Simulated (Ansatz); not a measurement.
This geometry of AlClH$_{4}$OS (8 atoms, charge 0, multiplicity 1) is a first-order saddle point.

Method: RKS PBE0-D4/6-31G* (Ansatz).

```xyz
8
Properties=species:S:1:pos:R:3
Al 0.103 0.291 0.122
O -0.029 -0.110 1.896
H -0.815 -0.550 2.248
Cl 1.942 -0.328 -0.722
H -1.244 0.183 -0.697
S 0.368 2.483 1.096
H 1.703 2.399 1.253
H 0.068 1.263 2.000
```

Which two structures does it join? (They come from a converged band through this point; their orientation in space is the band's.)

Bonds broken: S6–H8. Bonds formed: O2–H8.

Initial state:

```xyz
8
Properties=species:S:1:pos:R:3
Al -0.071 0.158 0.277
O -0.450 -0.318 1.897
H -0.834 -1.184 2.060
Cl 1.877 -0.347 -0.458
H -1.186 0.343 -0.832
S 0.390 2.463 1.148
H 1.672 2.578 0.755
H 0.698 1.937 2.349
```

Final state:

```xyz
8
Properties=species:S:1:pos:R:3
Al 0.162 0.574 0.119
O -0.053 -0.127 1.981
H -0.884 -0.595 2.154
Cl 1.925 -0.400 -0.557
H -1.239 0.142 -0.486
S 0.427 2.701 0.732
H 1.773 2.682 0.689
H -0.016 0.653 2.565
```

How far does it lie above each of them?

27.6 kJ/mol above the first and 61.9 kJ/mol above the second. This is the barrier of this one path; another mechanism may lie lower. The orbitals stay closed-shell, which can raise the energy where a bond breaks towards radicals; this wasn't checked here.

Run time: 4.4 min on 1 thread of Arm Neoverse V2 (shared host), peak memory 0.16 GiB.
